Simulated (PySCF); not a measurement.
PySCF input for AlF2H3O2Si, SMILES [OH][Al]([OH])[SiH](F)F, TDDFT-PBE/def2-SVPD. Geometry optimised at ωB97X-D3(BJ)/def2-SVP. The structure was generated by enumeration; whether it is a known compound was not checked. The values are those of a single conformer.

```python
import numpy as np
from pyscf import gto, scf, dft, tdscf

mol = gto.M(
    atom='''
    Si   -1.23671979   -0.29653128    0.02627346
    F    -1.82912456    0.59062129    1.25691979
    F    -1.83317447    0.34771199   -1.34575657
    Al    1.17214296   -0.11822737    0.01136252
    O     2.04531691   -1.57472337    0.04631561
    O     1.84712153    1.43553295   -0.03053987
    H    -1.83291042   -1.65317006    0.15291762
    H     2.98566034   -1.75846240    0.04585411
    H     2.74465265    1.76855008   -0.04098792
    ''',
    basis='def2-SVPD',
    charge=0,
    spin=0,
    max_memory=1600,
    verbose=4,
)
mf = dft.RKS(mol, xc='pbe').density_fit(auxbasis='def2-universal-jkfit')
mf.grids.level = 3
mf.conv_tol = 1e-9
mf.max_cycle = 100
mf.kernel()
mf.grids = dft.Grids(mol).set(level=1).build(with_non0tab=True)  # coarser grid for the response kernel
td = tdscf.TDDFT(mf)
td.singlet = True
td.nstates = 10
td.conv_tol = 1e-4
td.positive_eig_threshold = 1e-6
td.kernel(x0=td.get_init_guess(mf, 15))
td.analyze()
tt = tdscf.TDA(mf)
tt.singlet = False
tt.nstates = 4
tt.conv_tol = 1e-4
tt.positive_eig_threshold = 1e-6
tt.kernel(x0=tt.get_init_guess(mf, 9))
tt.analyze(verbose=3)
```

It prints:

```
PySCF version 2.14.0

[INPUT] verbose = 4
[INPUT] num. atoms = 9
[INPUT] num. electrons = 64
[INPUT] charge = 0
[INPUT] spin (= nelec alpha-beta = 2S) = 0
[INPUT] symmetry False subgroup None
[INPUT] Mole.unit = angstrom
[INPUT] Symbol           X                Y                Z      unit          X                Y                Z       unit  Magmom
[INPUT]  1 Si    -1.236719790000  -0.296531280000   0.026273460000 AA   -2.337061695930  -0.560362906567   0.049649643745 Bohr   0.0
[INPUT]  2 F     -1.829124560000   0.590621290000   1.256919790000 AA   -3.456544466116   1.116112481437   2.375234163646 Bohr   0.0
[INPUT]  3 F     -1.833174470000   0.347711990000  -1.345756570000 AA   -3.464197686845   0.657080431328  -2.543111347634 Bohr   0.0
[INPUT]  4 Al     1.172142960000  -0.118227370000   0.011362520000 AA    2.215029173237  -0.223417349728   0.021472050885 Bohr   0.0
[INPUT]  5 O      2.045316910000  -1.574723370000   0.046315610000 AA    3.865088797842  -2.975795891252   0.087523818192 Bohr   0.0
[INPUT]  6 O      1.847121530000   1.435532950000  -0.030539870000 AA    3.490553810488   2.712764118289  -0.057711990180 Bohr   0.0
[INPUT]  7 H     -1.832910420000  -1.653170060000   0.152917620000 AA   -3.463698704662  -3.124038650731   0.288972421420 Bohr   0.0
[INPUT]  8 H      2.985660340000  -1.758462400000   0.045854110000 AA    5.642080343576  -3.323012336345   0.086651709586 Bohr   0.0
[INPUT]  9 H      2.744652650000   1.768550080000  -0.040987920000 AA    5.186641815562   3.342075288778  -0.077455943216 Bohr   0.0

nuclear repulsion = 357.719230422219
number of shells = 68
number of NR pGTOs = 246
number of NR cGTOs = 164
basis = def2-SVPD
ecp = {}


[settings echo left out]
init E= -883.313112867267
  HOMO = -0.297893365880974  LUMO = -0.104840817086611  gap/eV = 5.25323
cycle= 1 E= -882.703839392822  delta_E= 0.609  |g|= 1.36  |ddm|= 3.98
  HOMO = -0.0789020882929465  LUMO = -0.0417632805787198  gap/eV = 1.01060
cycle= 2 E= -880.508762648356  delta_E=  2.2  |g|= 3.42  |ddm|= 4.34
  HOMO = -0.245835584257585  LUMO = -0.0726254866833269  gap/eV = 4.71329
cycle= 3 E= -883.043923917377  delta_E= -2.54  |g|= 0.212  |ddm|= 3.44
  HOMO = -0.274426795260785  LUMO = -0.0845142212514101  gap/eV = 5.16778
cycle= 4 E= -883.046574269774  delta_E= -0.00265  |g|= 0.237  |ddm|= 0.517
  HOMO = -0.269410917850866  LUMO = -0.0826912251139347  gap/eV = 5.08090
cycle= 5 E= -883.055915037176  delta_E= -0.00934  |g|= 0.0422  |ddm|= 0.209
  HOMO = -0.264197922197198  LUMO = -0.0791302563437855  gap/eV = 5.03595
cycle= 6 E= -883.056342419067  delta_E= -0.000427  |g|= 0.00849  |ddm|= 0.065
  HOMO = -0.264691881244436  LUMO = -0.079813167967548  gap/eV = 5.03081
cycle= 7 E= -883.056357563456  delta_E= -1.51e-05  |g|= 0.00176  |ddm|= 0.0142
  HOMO = -0.264623058607055  LUMO = -0.0797127500367574  gap/eV = 5.03167
cycle= 8 E= -883.056358163455  delta_E= -6e-07  |g|= 0.00102  |ddm|= 0.00334
  HOMO = -0.264626323495876  LUMO = -0.0797148307035922  gap/eV = 5.03170
cycle= 9 E= -883.056358352213  delta_E= -1.89e-07  |g|= 0.000247  |ddm|= 0.0011
  HOMO = -0.264640382646918  LUMO = -0.0797291632311081  gap/eV = 5.03169
cycle= 10 E= -883.056358365396  delta_E= -1.32e-08  |g|= 7.96e-05  |ddm|= 0.000594
  HOMO = -0.26463667441816  LUMO = -0.0797266382786259  gap/eV = 5.03166
cycle= 11 E= -883.056358367308  delta_E= -1.91e-09  |g|= 2.89e-05  |ddm|= 0.000224
  HOMO = -0.264636021370428  LUMO = -0.0797260393992176  gap/eV = 5.03166
cycle= 12 E= -883.05635836744  delta_E= -1.32e-10  |g|= 9.81e-06  |ddm|= 3.09e-05
  HOMO = -0.264635635107588  LUMO = -0.0797257635510613  gap/eV = 5.03165
Extra cycle  E= -883.056358367386  delta_E= 5.39e-11  |g|= 2.06e-05  |ddm|= 3.09e-05
converged SCF energy = -883.056358367386
tot grids = 41144
Overwritten attributes  positive_eig_threshold  of <class 'pyscf.tdscf.rks.CasidaTDDFT'>


******** <class 'pyscf.tdscf.rks.CasidaTDDFT'> for <class 'pyscf.df.df_jk.DFRKS'> ********
nstates = 10 singlet
deg_eia_thresh = 1.000e-03
wfnsym = None
conv_tol = 0.0001
eigh lindep = 1e-12
eigh level_shift = 0
eigh max_cycle = 100


Excitation energies (eV)
[5.46627276 5.6859592  5.8933497  5.93587067 6.33537175 6.36727124
 6.43330681 6.62223314 6.64129209 6.69608363]

** Singlet excitation energies and oscillator strengths **
Excited State   1:      5.46627 eV    226.82 nm  f=0.0263
      32 -> 33       -0.69392
Excited State   2:      5.68596 eV    218.05 nm  f=0.0001
      30 -> 33       -0.70568
Excited State   3:      5.89335 eV    210.38 nm  f=0.0071
      30 -> 34       -0.20323
      31 -> 33       -0.66778
Excited State   4:      5.93587 eV    208.87 nm  f=0.1158
      29 -> 33        0.16293
      32 -> 34        0.67627
Excited State   5:      6.33537 eV    195.70 nm  f=0.0002
      31 -> 34       -0.70557
Excited State   6:      6.36727 eV    194.72 nm  f=0.0122
      30 -> 34       -0.32384
      32 -> 35        0.61221
Excited State   7:      6.43331 eV    192.72 nm  f=0.0783
      29 -> 33        0.62289
      30 -> 35       -0.24809
      32 -> 34       -0.14239
      32 -> 35       -0.11076
Excited State   8:      6.62223 eV    187.22 nm  f=0.1444
      29 -> 33       -0.10861
      30 -> 34       -0.57667
      31 -> 33        0.18877
      32 -> 35       -0.29490
Excited State   9:      6.64129 eV    186.69 nm  f=0.0029
      28 -> 33       -0.19756
      29 -> 34        0.18152
      31 -> 35       -0.64778
Excited State  10:      6.69608 eV    185.16 nm  f=0.0000
      28 -> 33       -0.67005
      31 -> 35        0.21758

** Transition electric dipole moments (AU) **
state          X           Y           Z        Dip. S.      Osc.
  1        -0.0015     -0.0107     -0.4434      0.1967      0.0263
  2        -0.0000     -0.0004     -0.0328      0.0011      0.0001
  3         0.0202      0.2200     -0.0073      0.0488      0.0071
  4         0.8822      0.1344     -0.0170      0.7966      0.1158
  5        -0.0012     -0.0030     -0.0381      0.0015      0.0002
  6         0.0876      0.2649     -0.0197      0.0782      0.0122
  7        -0.6774     -0.1937      0.0156      0.4966      0.0783
  8         0.1262     -0.9344      0.0334      0.8901      0.1444
  9         0.0156     -0.1231     -0.0469      0.0176      0.0029
 10        -0.0052      0.0047     -0.0062      0.0001      0.0000

** Transition velocity dipole moments (imaginary part, AU) **
state          X           Y           Z        Dip. S.      Osc.
  1        -0.0002     -0.0019     -0.0897      0.0080      0.0267
  2        -0.0001     -0.0001     -0.0076      0.0001      0.0002
  3         0.0048      0.0461     -0.0015      0.0022      0.0066
  4         0.1943      0.0310     -0.0039      0.0387      0.1183
  5        -0.0003     -0.0007     -0.0089      0.0001      0.0002
  6         0.0244      0.0671     -0.0051      0.0051      0.0146
  7        -0.1636     -0.0484      0.0038      0.0291      0.0821
  8         0.0279     -0.2353      0.0087      0.0562      0.1540
  9         0.0034     -0.0310     -0.0123      0.0011      0.0031
 10        -0.0011      0.0011     -0.0052      0.0000      0.0001

** Transition magnetic dipole moments (imaginary part, AU) **
state          X           Y           Z
  1         0.3301     -0.3232      0.0052
  2        -0.3066     -0.0218     -0.0002
  3         0.0147      0.0058      0.2646
  4         0.0020     -0.0091     -0.1006
  5         0.6223     -0.0209     -0.0027
  6        -0.0155     -0.0156     -0.2940
  7         0.0078      0.0247      0.3136
  8         0.0207      0.0437      1.1482
  9        -0.0166     -0.1140      0.1498
 10        -0.0053      0.0757     -0.0076
Overwritten attributes  positive_eig_threshold  of <class 'pyscf.tdscf.rks.TDA'>


******** <class 'pyscf.tdscf.rks.TDA'> for <class 'pyscf.df.df_jk.DFRKS'> ********
nstates = 4 triplet
deg_eia_thresh = 1.000e-03
wfnsym = None
conv_tol = 0.0001
eigh lindep = 1e-12
eigh level_shift = 0
eigh max_cycle = 100


Excitation energies (eV)
[4.48056107 5.4181205  5.45489122 5.54276371]

** Triplet excitation energies and oscillator strengths **
Excited State   1:      4.48056 eV    276.72 nm  f=0.0000
Excited State   2:      5.41812 eV    228.83 nm  f=0.0000
Excited State   3:      5.45489 eV    227.29 nm  f=0.0000
Excited State   4:      5.54276 eV    223.69 nm  f=0.0000
```

Self-consistency was reached.
